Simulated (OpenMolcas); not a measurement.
# Cu+: effect of the IPEA shift

```
Program             : OpenMolcas
Basis               : ANO-RCC-VTZP [6s5p3d2f1g]
Scalar Hamiltonian  : DKH2, point nucleus
Active space        : 10 electrons in 6 orbitals (3d 4s)
State averaging     : 2S+1 = 3 even, 12 roots; 2S+1 = 1 even, 5 roots
Spin-orbit coupling : RASSI with atomic mean-field integrals over the reference wave functions, term energies averaged over their components
```

Methods on the same reference wave functions:
A. CASSCF
B. SS-CASPT2, IPEA 0 Eh, imaginary shift 0.1 Eh (closed shells correlated: 3s 3p)
C. SS-CASPT2, IPEA 0.25 Eh, imaginary shift 0.1 Eh (closed shells correlated: 3s 3p)

Energies in cm-1 above 3d9 4s 1D2.

| Level | A | B | C |
| --- | --- | --- | --- |
| 3d9 4s 1D2 | 0.0 | 0.0 | 0.0 |
| 3d9 4s 3D3 | 5221 | 716 | 805 |
| 3d9 4s 3D2 | 6654 | 2500 | 2570 |
| 3d9 4s 3D1 | 7348 | 2840 | 2930 |

Between B and C the level of the table that moves most is 3d9 4s 3D1, by 89 cm-1 (lowest in B, highest in C). Moves below CASPT2's spread within the term are not significant.

The lowest spin-free term lies below A's lowest term by 0.760 hartree in B, 0.757 hartree in C.

CASPT2 does not keep the components of a term degenerate, so their means are used; among the terms shown or strongly mixed into the levels shown the widest spread is 25 cm-1 (3d9 4s 1D, C). The lowest computed level is not the ground level that NIST lists (1S0). No level of 3d10 was computed, though it lies in the active space. Without dynamic correlation excited terms often stand tens of per cent too high (terms of higher spin than the ground term too low), and those without a measured partner can miss by more than the paired ones (holds for A). Levels of configurations outside the active space are missing. Levels that lie high or do not pair safely by name in every column are left out.
